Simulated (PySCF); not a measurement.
Isomers of C7H12N2, mass 124.100 u with the commonest isotopes. Method: PBE0/pcSseg-1 in PySCF (dipole) on a GFN2-xTB geometry, gas phase. One conformer each, none proved a minimum here; rigid rotors.

Question: Order these by radius of gyration √(Σ m r²/M), smallest first.
A. `[CH2:1]=[CH:2]/[C:3]([CH3:4])=[N:5]/[N:6]=[CH:7]\[CH2:8][CH3:9]` with C1–C2–C3–C4 3°, C3–N5–N6–C7 -102°, N6–C7–C8–C9 122°
B. `[CH3:1][CH2:2][CH2:3][c:4]1[cH:5][n:6][cH:7][n:8]1[CH3:9]` with C1–C2–C3–C4 179°, C2–C3–C4–C5 -88°
C. `[CH2:1]=[CH:2][C@H:3]1[CH:4]=[N:5][N:6]([CH2:7][CH3:8])[CH2:9]1` with C1–C2–C3–C4 114°, N5–N6–C7–C8 -73°
D. `[CH2:1]=[CH:2][C@H:3]1[CH2:4][N:5]([CH3:6])[N:7]=[C:8]1[CH3:9]` with C1–C2–C3–C4 137°, C2–C3–C4–N5 104°, C3–C4–N5–C6 152°, C4–N5–N7–C8 -12°, C2–C3–C8–N7 -112°

Answer: D (2.140 Å), B (2.241 Å), C (2.275 Å), A (2.458 Å).

Question: Order these by dipole moment, smallest first.
A. `[CH3:1][CH2:2][CH2:3][c:4]1[cH:5][n:6][cH:7][n:8]1[CH3:9]` with C1–C2–C3–C4 179°, C2–C3–C4–C5 -88°
B. `[CH2:1]=[CH:2][C@H:3]1[CH2:4][N:5]([CH3:6])[N:7]=[C:8]1[CH3:9]` with C1–C2–C3–C4 137°, C2–C3–C4–N5 104°, C3–C4–N5–C6 152°, C4–N5–N7–C8 -12°, C2–C3–C8–N7 -112°
C. `[CH2:1]=[CH:2][C@H:3]1[CH:4]=[N:5][N:6]([CH2:7][CH3:8])[CH2:9]1` with C1–C2–C3–C4 114°, N5–N6–C7–C8 -73°
D. `[CH2:1]=[CH:2]/[C:3]([CH3:4])=[N:5]/[N:6]=[CH:7]\[CH2:8][CH3:9]` with C1–C2–C3–C4 3°, C3–N5–N6–C7 -102°, N6–C7–C8–C9 122°

Answer: B (1.76 D), C (1.93 D), D (2.30 D), A (4.32 D).

Question: Order these by rotational constant A, largest first.
A. `[CH2:1]=[CH:2]/[C:3]([CH3:4])=[N:5]/[N:6]=[CH:7]\[CH2:8][CH3:9]` with C1–C2–C3–C4 3°, C3–N5–N6–C7 -102°, N6–C7–C8–C9 122°
B. `[CH3:1][CH2:2][CH2:3][c:4]1[cH:5][n:6][cH:7][n:8]1[CH3:9]` with C1–C2–C3–C4 179°, C2–C3–C4–C5 -88°
C. `[CH2:1]=[CH:2][C@H:3]1[CH2:4][N:5]([CH3:6])[N:7]=[C:8]1[CH3:9]` with C1–C2–C3–C4 137°, C2–C3–C4–N5 104°, C3–C4–N5–C6 152°, C4–N5–N7–C8 -12°, C2–C3–C8–N7 -112°
D. `[CH2:1]=[CH:2][C@H:3]1[CH:4]=[N:5][N:6]([CH2:7][CH3:8])[CH2:9]1` with C1–C2–C3–C4 114°, N5–N6–C7–C8 -73°

Answer: D (4665 MHz), A (3353 MHz), B (3172 MHz), C (2810 MHz).

```json
{"SMILES": "CCCc1cncn1C", "point group": "C1", "Ia (u·Å²)": "159.33", "Ib (u·Å²)": "486.54", "Ic (u·Å²)": "600.94", "κ": "-0.83", "μa (D)": "2.53", "μb (D)": "3.48", "μc (D)": "0.37"}
{"SMILES": "C=C[C@H]1C=NN(CC)C1", "point group": "C1", "Ia (u·Å²)": "108.32", "Ib (u·Å²)": "569.91", "Ic (u·Å²)": "606.48", "κ": "-0.97", "μa (D)": "0.25", "μb (D)": "1.76", "μc (D)": "0.77"}
{"SMILES": "C=C/C(C)=N/N=C\\CC", "point group": "C1", "Ia (u·Å²)": "150.70", "Ib (u·Å²)": "652.69", "Ic (u·Å²)": "696.58", "κ": "-0.96", "μa (D)": "0.99", "μb (D)": "2.07", "μc (D)": "0.17"}
{"SMILES": "C=C[C@H]1CN(C)N=C1C", "point group": "C1", "Ia (u·Å²)": "179.84", "Ib (u·Å²)": "410.60", "Ic (u·Å²)": "546.60", "κ": "-0.68", "μa (D)": "0.72", "μb (D)": "1.15", "μc (D)": "1.13"}
```
